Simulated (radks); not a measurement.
Task: All-electron atom: Ho5+ in [Kr] 4d10 4f9 5s2 5p5. All-electron calculation, Dirac Kohn-Sham, PBE, spin-unpolarised, spherical densities, finite nucleus; open shells fill j = l - 1/2 first; Fermi nuclear charge, rms radius 5.2022 fm. Program: a radial shooting solver on a logarithmic mesh with Libxc functionals.

Spin-orbit splittings of the eigenvalues, e(l+1/2) - e(l-1/2), with zeta = 2 splitting/(2l+1) and mean radii in bohr:

| shell | occ. | splitting (eV) | zeta (eV) | <r> j=l-1/2 | <r> j=l+1/2 |
|---|---|---|---|---|---|
| 2p | 6 | 856.8 | 571.2 | 0.07291 | 0.08007 |
| 3p | 6 | 178.9 | 119.3 | 0.2191 | 0.2327 |
| 3d | 10 | 39.08 | 15.63 | 0.2054 | 0.2096 |
| 4p | 6 | 40.41 | 26.94 | 0.5270 | 0.5575 |
| 4d | 10 | 7.390 | 2.956 | 0.5857 | 0.5963 |
| 4f | 9 | 1.130 | 0.3230 | 0.7304 | 0.7389 |
| 5p | 5 | ? | ? | 1.321 | 1.397 |

Estimate the 5p splitting.

Result: 6.366 eV (zeta = 4.244 eV).
